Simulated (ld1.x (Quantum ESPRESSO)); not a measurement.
## Transferability test, PAW potential for Pm

- Element: promethium (Pm)
- Generator: ld1.x (Quantum ESPRESSO) 7.5
- Type: PAW
- Functional: PBE
- Relativity: scalar-relativistic
- Frozen core: [Kr]
- Valence charge: 25
- Reference configuration: 4d10 4f5 5s2 5p6 5d0 6s2 6p0
- Partial waves: 5s (bound): rcut 2.40, rcutus 2.70 bohr; 6s (bound): rcut 2.40, rcutus 2.70 bohr; 5p (bound): rcut 2.25, rcutus 2.65 bohr; 6p (bound, empty): rcut 2.25, rcutus 2.65 bohr; 4d (bound): rcut 1.05, rcutus 1.25 bohr; 5d (bound, empty): rcut 1.05, rcutus 1.25 bohr; 4f (bound): rcut 1.05, rcutus 1.15 bohr; 4f channel at 0.45 Ry: rcut 1.05, rcutus 1.15 bohr
- Local potential: all-electron potential smoothed inside 1.80 bohr (lloc = -1)
- Core correction: Bessel-smoothed model core inside 1.10 bohr
- Augmentation charge: BESSEL, radius 0.80 bohr

Energies are relative to the spin-unpolarised reference configuration 4d10 4f5 5s2 5p6 5d0 6s2 6p0; without spin polarisation the order of configurations can differ from experiment. Not all tests gave a result: test run stopped at test 5 of 7 (negative rho), 1 before it not solved. Left out of the table: 4d10 4f4 5s2 5p6 5d0 6s0 6p0 (solver errors, printed error -7317 eV).

Its overlap operator is not positive definite in a basis up to 400 Ry (lowest eigenvalue p -0.10), so the file is unfit for use: the generalised eigenproblem breaks down once the basis is large enough, and its test numbers describe a broken file.

```json
{"valence configuration": "4d10 4f5 5s2 5p6 5d0 6s1 6p0", "charge": "+1", "ΔE all-electron (eV)": "5.873", "error AE − PS (meV)": "-26"}
{"valence configuration": "4d10 4f5 5s2 5p6 5d0 6s0 6p0", "charge": "+2", "ΔE all-electron (eV)": "16.813", "error AE − PS (meV)": "-240"}
{"valence configuration": "4d10 4f5 5s2 5p6 5d1 6s0 6p0", "charge": "+1", "ΔE all-electron (eV)": "7.109", "error AE − PS (meV)": "-302"}
```

Levels in the configuration 4d10 4f5 5s2 5p6 5d0 6s0 6p0:

```
level  all-electron (eV)  pseudo (eV)
   4d           -135.796     -134.579
   4f            -15.191      -14.352
   5s            -55.049      -54.793
   5p            -35.773      -35.484
```

The ghost test of this file was not conclusive.
